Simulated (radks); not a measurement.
Spherical quantum dot in the effective-mass picture: electrons in a hard-walled sphere of radius 10.1, with a point charge +1 (a donor) at the centre, all in effective atomic units (hartree* = m*/eps^2 hartree, bohr* = eps/m* bohr), one dielectric constant everywhere. Method: non-relativistic Kohn-Sham, LDA (Slater exchange, Perdew-Wang correlation), spin-polarised, spherical densities; computed with a radial shooting solver with Libxc functionals. Levels are named by radial order and angular momentum (1s, 1p, 1d, 2s, ...), and open shells are averaged over m.

N = 7, configuration 1s2 1p(up 3, down 1) 2s(up 1, down 0). This is the lowest configuration that the search found (a dilute case). Occupied and some empty levels:

level,occupation,eigenvalue (hartree*),<r> (bohr*)
1s up,1,0.68834,2.798
1s down,1,0.73507,5.548
2s up,1,0.74829,5.881
1p up,3,0.75519,6.919
1p down,1,0.77205,6.917
1d up,0,0.80156,7.171
2s down,0,0.80505,3.576
1d down,0,0.81848,7.172
1f up,0,0.86431,7.371
1f down,0,0.88124,7.377
1g up,0,0.94218,7.542
1g down,0,0.95900,7.550
2p up,0,0.98340,5.053
2p down,0,0.99999,5.145

Energy (hartree*): total 1.81873, kinetic 1.0950, external -1.9570, Hartree 3.7007, exchange-correlation -1.0200.

Electron density:

r (bohr*),n(r) (e/bohr*^3)
0.509,0.1105
1.27,0.02656
2.02,0.007440
2.78,0.002721
3.54,0.001633
4.29,0.001619
5.05,0.001988
5.80,0.002430
6.56,0.002671
7.32,0.002457
8.07,0.001735
8.83,0.0007964
9.59,0.0001321
